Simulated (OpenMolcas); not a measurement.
# Computed levels of W

* Program: OpenMolcas 26.06
* Method: MS-CASPT2, IPEA 0.25 Eh, imaginary shift 0.1 Eh (closed shells correlated: 5s 5p)
* Basis: ANO-RCC-VTZP [8s7p5d3f2g1h]
* Scalar Hamiltonian: DKH2, point nucleus
* Active space: 6 electrons in 6 orbitals (5d 6s)
* State averaging: 2S+1 = 7 even, 1 root; 2S+1 = 5 even, 23 roots; 2S+1 = 3 even, 55 roots (35 in the spin-orbit step); 2S+1 = 1 even, 30 roots
* Spin-orbit coupling: RASSI with atomic mean-field integrals over the reference wave functions, term energies averaged over their components

Spin-free terms above the lowest, with the occupations of the reference:

| Configuration | Term | E (cm-1) | Occupations |
| --- | --- | --- | --- |
| 5d5 6s | 7S | 0.0 | 5d 5.00 6s 1.00 |
| 5d4 6s2 | 5D | 2190 | 5d 4.18 6s 1.82 |
| 5d4 6s2 | 3P | 14470 | 5d 4.13 6s 1.87 |
| 5d4 6s2 | 3F | 15530 | 5d 4.14 6s 1.85 |
| 5d4 6s2 | 3H | 15930 | 5d 4.03 6s 1.97 |
| 5d4 6s2 | 3G | 16150 | 5d 4.24 6s 1.76 |
| 5d4 6s2 | 3D | 16340 | 5d 4.41 6s 1.59 |
| 5d4 6s2 | 1S | 17040 | 5d 4.33 6s 1.67 |
| 5d5 6s | 5S | 17080 | 5d 5.00 6s 1.00 |
| 5d5 6s | 5G | 19060 | 5d 5.00 6s 1.00 |
| 5d4 6s2 | 1G | 19420 | 5d 4.16 6s 1.84 |
| 5d5 6s | 5P | 20700 | 5d 5.00 6s 1.00 |
| 5d4 6s2 | 1I | 22040 | 5d 4.04 6s 1.96 |
| 5d5 6s | 5D | 22140 | 5d 4.88 6s 1.12 |

With spin-orbit coupling, above the lowest level:

| Configuration | Term | J | E (cm-1) | Measured (cm-1) | g | Term weight % | Second |
| --- | --- | --- | --- | --- | --- | --- | --- |
| 5d4 6s2 | 5D | 0 | 0.0 | 0.0 |  | 79 | 16 3P |
| 5d4 6s2 | 5D | 1 | 1270 | 1670 | 1.501 | 88 | 8 3P |
| 5d5 6s | 7S | 3 | 1661 | 2951 | 1.986 | 95 | 4 5P |
| 5d4 6s2 | 5D | 2 | 2810 | 3326 | 1.496 | 93 | 4 5d5 6s 5D |
| 5d4 6s2 | 5D | 3 | 4300 | 4830 | 1.489 | 93 | 3 5d5 6s 5D |
| 5d4 6s2 | 5D | 4 | 5700 | 6219 | 1.478 | 89 | 8 3F |
| 5d4 6s2 | 3P | 0 | 10710 | 9258 |  | 62 | 22 1S |
| 5d4 6s2 | 3H | 4 | 14310 |  | 0.963 | 49 | 18 3G |
| 5d4 6s2 | 3P | 1 | 14670 | 13307 | 1.348 | 79 | 15 3D |
| 5d4 6s2 | 3G | 3 | 15940 |  | 0.890 | 62 | 32 3F |
| 5d4 6s2 | 3D | 2 | 16460 |  | 1.387 | 43 | 36 3P |
| 5d4 6s2 | 3H | 5 | 16750 |  | 1.093 | 64 | 36 3G |
| 5d4 6s2 | 3F | 2 | 17810 |  | 0.719 | 94 |  |
| 5d4 6s2 | 3D | 3 | 17950 |  | 1.355 | 80 | 10 5d5 6s 5P |
| 5d4 6s2 | 3H | 4 | 18330 |  | 1.039 | 35 | 31 3F |
| 5d4 6s2 | 3H | 6 | 18540 |  | 1.146 | 85 | 14 1I |
| 5d4 6s2 | 3G | 4 | 18960 |  | 1.090 | 43 | 26 3F |
| 5d5 6s | 5S | 2 | 19400 |  | 1.793 | 68 | 21 5d4 6s2 3D |
| 5d4 6s2 | 3F | 3 | 19460 |  | 0.989 | 61 | 31 3G |
| 5d4 6s2 | 3D | 1 | 20260 |  | 0.702 | 82 | 13 3P |
| 5d5 6s | 5P | 2 | 21160 |  | 1.621 | 41 | 22 5D |
| 5d4 6s2 | 3G | 5 | 21240 |  | 1.147 | 63 | 34 3H |
| 5d5 6s | 5G | 2 | 21710 |  | 0.332 | 100 |  |
| 5d5 6s | 5G | 3 | 21710 |  | 0.917 | 100 |  |
| 5d5 6s | 5G | 4 | 21710 |  | 1.150 | 100 |  |
| 5d5 6s | 5G | 5 | 21730 |  | 1.261 | 96 | 2 5d4 6s2 3H |
| 5d5 6s | 5G | 6 | 21740 |  | 1.331 | 98 |  |
| 5d5 6s | 5P | 1 | 22230 |  | 2.140 | 66 | 30 5D |
| 5d5 6s | 5D | 3 | 22330 |  | 1.547 | 46 | 38 5P |
| 5d4 6s2 | 1S | 0 | 22610 |  |  | 76 | 22 3P |
| 5d4 6s2 | 3P | 2 | 23240 |  | 1.515 | 37 | 24 3D |
| 5d5 6s | 5D | 0 | 24770 |  |  | 96 | 4 5d4 6s2 5D |
| 5d5 6s | 5D | 4 | 24780 |  | 1.456 | 89 | 6 5d4 6s2 1G |
| 5d4 6s2 | 1I | 6 | 25700 |  | 1.024 | 86 | 14 3H |
| 5d5 6s | 5D | 1 | 25950 |  | 1.815 | 65 | 31 5P |
| 5d4 6s2 | 1G | 4 | 25970 |  | 1.077 | 51 | 21 3F |
| 5d5 6s | 5D | 2 | 26990 |  | 1.642 | 54 | 40 5P |
| 5d5 6s | 5D | 3 | 27430 |  | 1.532 | 45 | 42 5P |

Against the 7 measured excited levels shown (NIST Handbook of Basic Atomic Spectroscopic Data) the mean absolute deviation is 870 cm-1; the largest miss in energy is 5d4 6s2 3P0 [62 %]: computed 10710, measured 9258 cm-1 (+15.7 %), and the largest in proportion 5d5 6s 7S3 (-43.7 %).

Spin-orbit coupling puts the lowest level 2643 cm-1 below the lowest spin-free term.

For 5D the intervals divided by the larger J are 1269.6, 770.4, 495.3, 352.0 cm-1. Landé's interval rule makes them equal in pure LS coupling; they differ by 127 % of their mean. The multiplet is regular.

CASPT2 does not keep the components of a term degenerate, so their means are used; among the terms shown or strongly mixed into the levels shown the widest spread is 1300 cm-1 (5d4 6s2 1I). Some high roots are left out of the spin-orbit mixing, which shifts the levels that they would mix with. Configurations are named by rounded mean occupations; where the s occupation lies near a half they are strongly mixed, a name can repeat and a true partner stay unpaired. A single d shell beside an s shell can misplace configurations of different d count against each other. The CASPT2 spread within a term exceeds the gap to the next term for 5d4 6s2 3F and 5d4 6s2 3H, 5d4 6s2 3H and 5d4 6s2 3G, 5d4 6s2 3G and 5d4 6s2 3D and others, so the order of their levels is uncertain, and so are names and mixing where such terms share a J. The lowest spin-free term belongs to 5d5 6s, not to the configuration of the lowest level. Some terms miss by over 15 % even with CASPT2, which points to a basis or an active space too small for the shells correlated. Measured partners are found by configuration, term and J. A level has none where our copy of the source lacks it or the pairing is in doubt (some pairs that miss far off the trend of their configuration count as doubtful), and it then counts in no deviation. Only configurations of the active space appear. The first state left out of the spin-orbit step lies near 35000 cm-1 above the lowest spin-free state of the reference (among the parities and spins computed), and the list stops at four fifths of that energy or lower.

The term weight is that of the spin-free term in the level, not the purity of its configuration. A share in square brackets marks a mixed level and gives the weight of the term that names it.
